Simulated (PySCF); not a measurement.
ZrF₃Cl, SMILES [F][Zr]([F])([F])[Cl], multiplicity 1. Atoms are numbered in the order given.

```xyz
5

Zr     0.0000     0.0000    -0.2664
F     -1.5408    -0.8896    -0.9177
F      0.0000     1.7792    -0.9177
F      1.5408    -0.8896    -0.9177
Cl     0.0000     0.0000     2.0844
```

Geometry: r2SCAN-D4/def2-SVP. The multiplicity is an assumed one; no other spin state was optimised. The structure was generated by enumeration; whether it is a known compound was not checked. The def2 effective core potentials stand for the cores of Zr; spin–orbit coupling is left out.

The numbers are results of M06-2X/def2-TZVP (PySCF), not measurements.

Atomic charges (e):

```tsv
atom	Mulliken	Löwdin
Zr1	1.74	0.68
F2	-0.46	-0.25
F3	-0.46	-0.25
F4	-0.46	-0.25
Cl5	-0.36	0.07
```
